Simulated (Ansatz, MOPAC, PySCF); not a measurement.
Species: HSiOF₂, charge 1, multiplicity 1. SMILES: F[Si](F)=[OH+]
Geometry: optimised at B3LYP-D3(BJ)/def2-TZVP (Ansatz, a program for electronic structure).

Unscaled harmonic wavenumbers (cm⁻¹) in rising order, each level at the stationary point that it reaches from this structure (no distance between atoms moves by over 0.3 Å); the order of modes can differ between levels, and a negative number is imaginary. B3LYP-D3(BJ)/def2-TZVP (PySCF, at the structure above): 301, 317, 341, 430, 640, 866, 1157, 1223, 3753.

AM1 (MOPAC): 176, 201, 221, 418, 724, 923, 1221, 1377, 3446. Zero-point energy 12.4 against 12.9 kcal/mol; where all levels lie over 400 cm⁻¹, the wavenumbers are on average 1.044 times those of B3LYP-D3(BJ)/def2-TZVP.

PM3 (MOPAC): 231, 260, 270, 464, 757, 833, 1029, 1062, 3908. Zero-point energy 12.6 against 12.9 kcal/mol; where all levels lie over 400 cm⁻¹, the wavenumbers are on average 1.003 times those of B3LYP-D3(BJ)/def2-TZVP.

HF/6-31G* (Ansatz): 323, 345, 379, 445, 622, 930, 1247, 1316, 4011. Zero-point energy 13.7 against 12.9 kcal/mol; where all levels lie over 400 cm⁻¹, the wavenumbers are on average 1.051 times those of B3LYP-D3(BJ)/def2-TZVP.

B3LYP/6-31G* (Ansatz): 300, 319, 332, 425, 669, 857, 1168, 1216, 3713. Zero-point energy 12.9 against 12.9 kcal/mol; where all levels lie over 400 cm⁻¹, the wavenumbers are on average 1.003 times those of B3LYP-D3(BJ)/def2-TZVP.
